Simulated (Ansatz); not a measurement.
Born–Oppenheimer molecular dynamics of ClGaH₂ (4 atoms, charge 0, multiplicity 1). It starts from a relaxed structure.

The calculation used Ansatz, RKS PBE-D4/def2-mTZVP.

```yaml
ensemble: NVT, Langevin thermostat
time_step: 0.5 fs
steps_asked: 250
set_temperature: 300 K
friction: 0.02 /fs
seed: 438233
```

First frame:

```xyz
4
Properties=species:S:1:pos:R:3
Ga -0.043 0.000 0.025
H 0.104 0.000 1.587
Cl 1.842 0.000 -1.063
H -1.322 0.000 -0.883
```

Q: How far do the bonds stretch over the last three quarters of this one trajectory? (Pairs bonded in most of those frames.)

A: 
```tsv
bond	mean (Å)	spread (Å)	shortest	longest
Ga1–H2	1.577	0.042	1.49	1.66
Ga1–Cl3	2.163	0.033	2.11	2.20
Ga1–H4	1.570	0.037	1.50	1.66
```

Mean temperature of the second half: 316 K. A run of 0.12 ps of so small a system gives no equilibrium averages.

The run took 4.4 min on 1 thread of Arm Neoverse V2, with other jobs on the host, peak memory 0.1 GiB.
